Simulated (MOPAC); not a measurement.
Job for MOPAC: AM1 on CH6SSn (SMILES C[S][SnH3]), a point of a torsion scan.

```
AM1 1SCF PRECISE CHARGE=0 THREADS=1
CH6SSn

C      1.62565577 1    -0.02688824 1     0.13017175 1
S      0.97825933 1    -0.37621106 1    -1.53302345 1
Sn    -1.26402138 1    -1.06859209 1    -1.04905234 1
H      1.90994829 1    -0.95375945 1     0.61650086 1
H      2.50387110 1     0.59241614 1    -0.01885477 1
H      0.89525952 1     0.51342308 1     0.72275074 1
H     -1.31048999 1    -2.47568831 1    -0.12995110 1
H     -2.04947179 1    -1.31910175 1    -2.49529636 1
H     -2.05204083 1     0.11822045 1    -0.15621282 1
```

The log:

```
*******************************************************************************
 **                                                                           **
 **                              MOPAC v23.2.5                                **
 **                                                                           **
 *******************************************************************************
 ** MOPAC's Digital Object Identifier: https://doi.org/10.5281/zenodo.6511958 **
 **                                                                           **
 ** Please cite the open-source release paper for use of this MOPAC version:  **
 ** J. E. Moussa and J. J. P. Stewart (2026)                                  **
 ** MOPAC: An open-source semiempirical molecular orbital program             **
 ** J. Open Source Softw., 11(119), 8025, https://doi.org/10.21105/joss.08025 **
 *******************************************************************************

                              AM1 CALCULATION RESULTS

 *******************************************************************************
 *  AM1        - The AM1 Hamiltonian to be used
 *
 *
 *
 *                 CHARGE ON SYSTEM = 0
 *
 *
 *
 *  PRECISE    - TIGHTER CRITERIA TO BE USED
 *  1SCF       - DO 1 SCF AND THEN STOP
 *  THREADS=1  - MULTI-THREADING NOT USED
 *  T=         - A TIME OF 172800.0 SECONDS REQUESTED
 *  DUMP=N     - RESTART FILE WRITTEN EVERY 7200.0 SECONDS REQUESTED
 *******************************************************************************
AM1 1SCF PRECISE CHARGE=0 THREADS=1
 CH6SSn

   ATOM   CHEMICAL          X               Y               Z
  NUMBER   SYMBOL      (ANGSTROMS)     (ANGSTROMS)     (ANGSTROMS)

     1       C          1.62565577  *  -0.02688824  *   0.13017175  *
     2       S          0.97825933  *  -0.37621106  *  -1.53302345  *
     3      Sn         -1.26402138  *  -1.06859209  *  -1.04905234  *
     4       H          1.90994829  *  -0.95375945  *   0.61650086  *
     5       H          2.50387110  *   0.59241614  *  -0.01885477  *
     6       H          0.89525952  *   0.51342308  *   0.72275074  *
     7       H         -1.31048999  *  -2.47568831  *  -0.12995110  *
     8       H         -2.04947179  *  -1.31910175  *  -2.49529636  *
     9       H         -2.05204083  *   0.11822045  *  -0.15621282  *



          CARTESIAN COORDINATES

    NO.       ATOM           X           Y           Z

     1         C          1.6257     -0.0269      0.1302
     2         S          0.9783     -0.3762     -1.5330
     3        Sn         -1.2640     -1.0686     -1.0491
     4         H          1.9099     -0.9538      0.6165
     5         H          2.5039      0.5924     -0.0189
     6         H          0.8953      0.5134      0.7228
     7         H         -1.3105     -2.4757     -0.1300
     8         H         -2.0495     -1.3191     -2.4953
     9         H         -2.0520      0.1182     -0.1562

  H: (AM1): M.J.S. DEWAR ET AL, J. AM. CHEM. SOC. 107 3902-3909 (1985)
  C: (AM1): M.J.S. DEWAR ET AL, J. AM. CHEM. SOC. 107 3902-3909 (1985)
  S: (AM1): M.J.S. DEWAR, Y-C YUAN, INORGANIC CHEMISTRY, 29, 3881:3890,  (1990)
 Sn: (AM1): J. J. P. STEWART, J. MOL. MOD., 10, 155-164 (2004)

           Empirical Formula: C H6 S Sn  =     9 atoms



      MOLECULAR POINT GROUP   :   C1


      RHF CALCULATION, NO. OF DOUBLY OCCUPIED LEVELS = 10


 -------------------------------------------------------------------------------
 AM1 1SCF PRECISE CHARGE=0 THREADS=1
 CH6SSn



     1SCF WAS SPECIFIED, SO BFGS WAS NOT USED
     SCF FIELD WAS ACHIEVED


                              AM1 CALCULATION
                                                       MOPAC v23.2.5 Linux




          FINAL HEAT OF FORMATION =         38.16956 KCAL/MOL =     159.70145 KJ/MOL


          COSMO AREA              =        127.50 SQUARE ANGSTROMS
          COSMO VOLUME            =        120.49 CUBIC ANGSTROMS

          IONIZATION POTENTIAL    =          8.865751 EV
          HOMO LUMO ENERGIES (EV) =         -8.866 -1.476
          NO. OF FILLED LEVELS    =         10
          MOLECULAR WEIGHT        =        168.8084         POINT GROUP:  C1

          MOLECULAR DIMENSIONS (Angstroms)

            Atom       Atom       Distance
            H     8    H     5     5.52445
            S     2    H     9     2.89843
            S     2    H     7     2.30961


          SCF CALCULATIONS        =          1





   ATOM   CHEMICAL          X               Y               Z
  NUMBER   SYMBOL      (ANGSTROMS)     (ANGSTROMS)     (ANGSTROMS)

     1       C          1.62565577  *  -0.02688824  *   0.13017175  *
     2       S          0.97825933  *  -0.37621106  *  -1.53302345  *
     3      Sn         -1.26402138  *  -1.06859209  *  -1.04905234  *
     4       H          1.90994829  *  -0.95375945  *   0.61650086  *
     5       H          2.50387110  *   0.59241614  *  -0.01885477  *
     6       H          0.89525952  *   0.51342308  *   0.72275074  *
     7       H         -1.31048999  *  -2.47568831  *  -0.12995110  *
     8       H         -2.04947179  *  -1.31910175  *  -2.49529636  *
     9       H         -2.05204083  *   0.11822045  *  -0.15621282  *

                             CARTESIAN COORDINATES

   1    C        1.625655770    -0.026888240     0.130171750
   2    S        0.978259330    -0.376211060    -1.533023450
   3   Sn       -1.264021380    -1.068592090    -1.049052340
   4    H        1.909948290    -0.953759450     0.616500860
   5    H        2.503871100     0.592416140    -0.018854770
   6    H        0.895259520     0.513423080     0.722750740
   7    H       -1.310489990    -2.475688310    -0.129951100
   8    H       -2.049471790    -1.319101750    -2.495296360
   9    H       -2.052040830     0.118220450    -0.156212820


           Empirical Formula: C H6 S Sn  =     9 atoms



      MOLECULAR POINT GROUP   :   C1


                  EIGENVALUES
 -30.02890 -18.83464 -16.27270 -14.63838 -14.48004 -12.73007 -11.04835 -10.84132
 -10.00920  -8.86575  -1.47604   1.10050   2.42129   3.93665   4.05306   4.15924
   4.25676   4.76817


              NET ATOMIC CHARGES AND DIPOLE CONTRIBUTIONS

  ATOM NO.   TYPE          CHARGE      No. of ELECS.   s-Pop       p-Pop
    1          C          -0.213048        4.2130     1.22216     2.99089
    2          S          -0.479207        6.4792     1.89944     4.57976
    3         Sn           1.363146        2.6369     1.31089     1.32596
    4          H           0.089689        0.9103     0.91031
    5          H           0.112149        0.8879     0.88785
    6          H           0.079929        0.9201     0.92007
    7          H          -0.325641        1.3256     1.32564
    8          H          -0.299006        1.2990     1.29901
    9          H          -0.328011        1.3280     1.32801
 DIPOLE           X         Y         Z       TOTAL
 POINT-CHG.    -1.450    -0.417     1.093     1.863
 HYBRID        -0.261     0.002     1.002     1.035
 SUM           -1.711    -0.415     2.095     2.736


          ATOMIC ORBITAL ELECTRON POPULATIONS

     Atom    s        px        py        pz
    1  C   1.22216   1.03342   1.03858   0.91890
    2  S   1.89944   1.49263   1.90093   1.18620
    3 Sn   1.31089   0.39823   0.45901   0.46872
    4  H   0.91031
    5  H   0.88785
    6  H   0.92007
    7  H   1.32564
    8  H   1.29901
    9  H   1.32801

 **********************
 *                    *
 * JOB ENDED NORMALLY *
 *                    *
 **********************




 == MOPAC DONE ==
```

The run finished.

Cost: roughly 0.020 core-seconds.
